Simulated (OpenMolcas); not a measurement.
**What dynamic correlation does to the levels of Ge**

- Program: OpenMolcas
- Basis: ANO-R1 [5s4p3d1f]
- Scalar Hamiltonian: X2C, finite nucleus
- Active space: 4 electrons in 4 orbitals (4s 4p)
- State averaging: 2S+1 = 3 even, 3 roots; 2S+1 = 1 even, 6 roots; 2S+1 = 5 odd, 1 root; 2S+1 = 3 odd, 5 roots
- Spin-orbit coupling: RASSI with atomic mean-field integrals over the reference wave functions, term energies averaged over their components

Methods on the same reference wave functions:
A. CASSCF
B. SS-CASPT2, IPEA 0.25 Eh, imaginary shift 0.1 Eh (closed shells correlated: 3d)

Energies in cm⁻¹ above 4s² 4p² ³P₀, the measured ground level; measured values from NIST Handbook of Basic Atomic Spectroscopic Data.

| Level | A | B | Measured |
| --- | --- | --- | --- |
| 4s² 4p² ³P₀ | 0.0 | 0.0 | 0.0 |
| 4s² 4p² ³P₁ | 465 | 462 | 557 |
| 4s² 4p² ³P₂ | 1217 | 1207 | 1410 |
| 4s² 4p² ¹D₂ | 9632 | 8380 | 7125 |
| 4s² 4p² ¹S₀ | 17382 | 18160 | 16367 |
| 4s 4p³ ⁵S°₂ | 30381 | 36420 | 41927 |

Deviations, from unrounded energies. A percentage is the sum of absolute deviations over the sum of measured energies, with the sign that they share, or ± where signs differ.

| Against measurement | Levels | A | B |
| --- | --- | --- | --- |
| mean absolute deviation (cm-1) | 5 | 3100 | 1800 |
| fine structure of the ground term (%) | 2 | -14.5 | -15.1 |
| other terms of the ground configuration (%) | 2 | +15.0 | +13.0 |
| other configurations (%) | 1 | -27.5 | -13.1 |

B lies closest to measurement on these levels. The largest miss of B in the table is 4s 4p³ ⁵S°₂, by -5500 cm-1. The ranking rests on the paired levels alone, and a cruder setting can come out closer through cancelling errors.

From A to B the spin-free energies of the other terms of 4s² 4p² shown, above ³P, scale by factors of 0.86 to 1.05.

The lowest spin-free term lies below A's lowest term by 0.414 hartree in B.

Over all roots computed the reference weight is 0.90 to 0.96 in B; the roots of lowest weight are the least certain, and an intruder state may touch them. Terms of s pⁿ other than that of highest spin mix with s² pⁿ⁻² d, which this space lacks; all of them can be thousands of cm-1 off, and some have no real level of that name. Without dynamic correlation excited terms often stand tens of per cent too high (terms of higher spin than the ground term too low), and those without a measured partner can miss by more than the paired ones (holds for A). Some terms miss by over 15 % even with CASPT2, which points to a basis or an active space too small for the shells correlated (holds for B). Measured partners are found by configuration, term and J. A level has none where our copy of the source lacks it or the pairing is in doubt (some pairs that miss far off the trend of their configuration count as doubtful), and it then counts in no deviation. Levels of configurations outside the active space are missing. The table leaves out levels that lie high or whose names do not pair safely across all columns.

° marks odd parity.
